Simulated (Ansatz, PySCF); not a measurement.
Pulling on the Sn1–H2 bond in H2Sn (SMILES [SnH2]) (multiplicity 1 held, fragments rigid). Energies count from the point at 1.780 Å.
Geometry at that point (charge 0, multiplicity 1):
```csv
atom,x (Å),y (Å),z (Å)
Sn,0.0066,-0.0006,0.0477
H,-0.1750,-1.2509,-1.2068
H,-0.1544,1.2789,-1.1799
```

R- and RO- levels are restricted; in cc, def2 and unpolarised 6-31G sets they are followed outwards from rest. Unrestricted levels (U-) break spin symmetry where that is lower. Active spaces are followed from a long bond inwards. Left out are points that failed, MP2 points in a non-variational dive below the minimum, coupled-cluster points behind a sign of a changed root (a jump of the amplitudes, or a one-step jump against full CI or MRCI), small-basis points behind a change of solution, and semi-empirical points at long bonds. Levels need not reach the same state.

Frozen-core correlation. Filled d and f shells under p-block atoms count as core. Rows in LANL2DZ carry no dispersion term and start afresh at each structure. LANL2DZ brings its own core potentials from Na on.

Programs: Ansatz (Gaussian orbitals); PySCF for LANL2DZ rows.  In def2 rows elements past Kr take small-core potentials, without spin–orbit coupling.

Energies in kcal/mol.

```csv
R (Å),U-B3LYP/LANL2DZ,R-wB97X-V/def2-TZVPP,R-SCS-MP2/def2-TZVPP,U-SCS-MP2/def2-TZVPP,"FIC-MRCISD+Q on CASSCF(2,2)/def2-TZVPP"
1.424,25.9,24.8,26.8,27.9,27.2
1.602,5.1,4.2,4.9,5.5,5.2
1.780,0.0,0.0,0.0,0.0,0.0
1.959,3.0,4.0,3.7,3.0,3.2
2.137,10.0,12.0,11.5,10.1,10.3
2.404,23.5,26.7,25.9,28.4,23.1
2.671,37.4,41.7,40.3,45.4,35.4
3.116,54.1,64.2,61.1,56.9,51.0
3.561,61.5,82.5,76.4,60.6,59.6
4.095,65.1,99.3,87.8,61.9,63.8
4.807,left out,115.0,92.6,62.3,65.3
5.697,left out,127.4,86.3,62.4,65.5
```

Doubts at one or more of the structures used: a spin-contaminated determinant (U-B3LYP/LANL2DZ, U-SCS-MP2/def2-TZVPP); a restricted determinant that unrestricted orbitals would lower (R-wB97X-V/def2-TZVPP, R-SCS-MP2/def2-TZVPP).

Ansatz is an electronic-structure program.
